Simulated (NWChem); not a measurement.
System: C2H6STi; SMILES [CH3][Ti]([CH3])=[S]

```xyz
10

Ti     0.4030    -0.2835     0.0000
S      0.0739     1.7381     0.0000
C     -0.5221    -1.0746     1.6636
H     -1.6090    -0.9107     1.5680
H     -0.3323    -2.1654     1.6915
H     -0.1904    -0.6122     2.6075
C     -0.5221    -1.0746    -1.6636
H     -0.3323    -2.1654    -1.6915
H     -1.6090    -0.9107    -1.5680
H     -0.1904    -0.6122    -2.6075
```
Atoms are numbered in this order, from 1.

All runs use the structure optimised with PBE0/def2-SVP. No frequency run checked for a minimum.

**Question.** Give the principal values of the shielding tensors (ppm) of Ti1, S2, C3 from LDA (Slater exchange, VWN5)/pcSseg-1, GIAO (NWChem), with their diamagnetic and paramagnetic parts as GIAO splits them.

**Answer.** 
| atom | σ11 | σ22 | σ33 | isotropic | diamagnetic | paramagnetic |
|---|---|---|---|---|---|---|
| Ti1 | -2287.9 | -1973.7 | -1365.0 | -1875.5 | 1610.5 | -3486.0 |
| S2 | -2161.4 | -1623.4 | 724.5 | -1020.1 | 1059.4 | -2079.5 |
| C3 | 32.4 | 133.0 | 165.8 | 110.4 | 253.1 | -142.7 |
